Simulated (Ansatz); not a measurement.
Consider the redistribution: `N[SiH](O)[SiH2]O` + `C[O][In]([CH3])[Cl]` → `CO[SiH](O)[SiH2]O` + `[CH3][In]([NH2])[Cl]`.

Calculated with Ansatz (gas phase, PBE0-D4/def2-TZVP geometries, no zero-point term in ΔE). CCSD(T)/CBS adds triple-zeta CCSD(T) − MP2 to the extrapolated MP2 energy (def2 sets, frozen cores). DFT in def2-TZVPP. B3LYP here is the variant with VWN-RPA as its local correlation; programs differ in this. def2 core potentials past Kr. For In outer-core shells are correlated without core-valence functions, which leaves a few kJ/mol of doubt a bond. Each species was taken in one conformer, which may not be the lowest.

```csv
level,ΔE (kJ/mol),difference from CCSD(T)/CBS
ωB97X-V,-19.5,0.1
ωB97M-V,-19.3,0.3
B2PLYP,-19.7,-0.1
PBE,-11.1,8.5
r2SCAN,-15.2,4.4
PBE0,-17.3,2.3
B3LYP,-18.8,0.8
HF/def2-TZVPP,-32.0,-12.4
MP2/def2-TZVPP,-22.7,-3.1
SCS-MP2/def2-TZVPP,-24.0,-4.4
CCSD/def2-TZVPP,-24.9,-5.3
MP2/def2-QZVPP,-21.2,-1.6
SCS-MP2/def2-QZVPP,-22.7,-3.1
HF/CBS(def2),-32.1,-12.5
MP2/CBS(def2),-20.1,-0.5
CCSD/CBS(def2),-22.2,-2.6
CCSD(T)/CBS,-19.6,0
```

Largest T1 diagnostic among the species: 0.014.

From PBE to PBE0 (25 % exact exchange), in def2-TZVPP and without D4, ΔE moves by −6.2 kJ/mol. In def2-TZVPP, CCSD(T) changes the Hartree–Fock value by +9.7 kJ/mol (the triples alone add +2.6 kJ/mol) and MP2 by +9.3 kJ/mol.

CCSD(T)/CBS has its own doubt, a few kJ/mol and more with outer-core shells, so smaller differences from it don't rank the levels.
